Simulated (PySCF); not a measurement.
## How methods differ on the interval between two levels of Cu

Cu [Ar] 3d10 4s1 [2S1/2, M_J = 1/2] → Cu [Ar] 3d9 4s1 5s1 [4D7/2, M_J = 7/2], as a difference of total energies. Computed with PySCF 2.14 in x2c-TZVPall-2c with one added diffuse shell each of s, p, d type (7s8p5d1f, 63 functions), with the two-component X2C-1e Hamiltonian. Correlated levels: [Ne] frozen; the 6 highest virtual spinors dropped. "Screened" scales the spin-orbit matrix elements by Boettger's factors to mimic the two-electron term; Breit and QED terms are absent.

```tsv
method	interval between two levels (cm⁻¹)
GHF (spin-free)	39479
GMP2 (spin-free)	70002
GHF (screened spin-orbit)	38607
GMP2 (screened spin-orbit)	69119
```

The labels give the starting determinants; with spin-orbit coupling the two ends relaxed to ⟨J²⟩ = 0.75, ⟨L²⟩ = 0.00, ⟨S²⟩ = 0.75 and ⟨J²⟩ = 15.76, ⟨L²⟩ = 6.01, ⟨S²⟩ = 3.75.

The promoted electron is Rydberg-like, and one or two diffuse shells describe it only roughly, which tends to raise the upper state.
